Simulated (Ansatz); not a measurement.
One change: `C[CH2][In]([F])[CH2]C` becomes `C[CH2][In]([F])[F]`.

Ansatz, PBE0-D4/def2-TZVP geometries, multiplicity 1. Each molecule was computed in one conformer, which needn't be the lowest.

Elements past krypton have def2 core potentials.

```tsv
property	`C[CH2][In]([F])[CH2]C`
HOMO–LUMO gap (PBE0/def2-TZVPP) / eV	6.09
zero-point energy (PBE0-D4/def2-TZVP) / kJ/mol	343.4
size of the dipole moment (ωB97M-V/def2-TZVPP) / D	3.60
ideal-gas entropy at 298 K and 1 bar (rigid rotor, harmonic PBE0-D4/def2-TZVP) / J/(mol·K)	438
LUMO energy (PBE/def2-TZVPP) / eV	-1.72
HOMO energy (B3LYP/def2-TZVPP) / eV	-6.90
```

Problem. Give the same properties after the change, and the shifts. (An estimate is asked.)

Solution. The calculation gave: 
| property | `C[CH2][In]([F])[F]` | shift |
| --- | --- | --- |
| HOMO–LUMO gap (PBE0/def2-TZVPP) / eV | 6.98 | 0.89 |
| zero-point energy (PBE0-D4/def2-TZVP) / kJ/mol | 179.1 | -164.3 |
| size of the dipole moment (ωB97M-V/def2-TZVPP) / D | 4.91 | 1.31 |
| ideal-gas entropy at 298 K and 1 bar (rigid rotor, harmonic PBE0-D4/def2-TZVP) / J/(mol·K) | 385 | -53 |
| LUMO energy (PBE/def2-TZVPP) / eV | -2.53 | -0.81 |
| HOMO energy (B3LYP/def2-TZVPP) / eV | -8.44 | -1.54 |

With PBE0 the HOMO falls by 1.52 eV and the LUMO falls by 0.63 eV, so the gap widens by about 0.89 eV. PBE moves the HOMO by -1.34 eV and ωB97M-V by -1.59 eV. The zero-point energy changes by -164.3 kJ/mol with -18 modes. Dipoles are sizes alone; their direction can turn. Modes under 60 cm⁻¹, often nearly free rotors, make the harmonic entropy too high.

B3LYP here is the variant with VWN-RPA as its local correlation; programs differ in this.
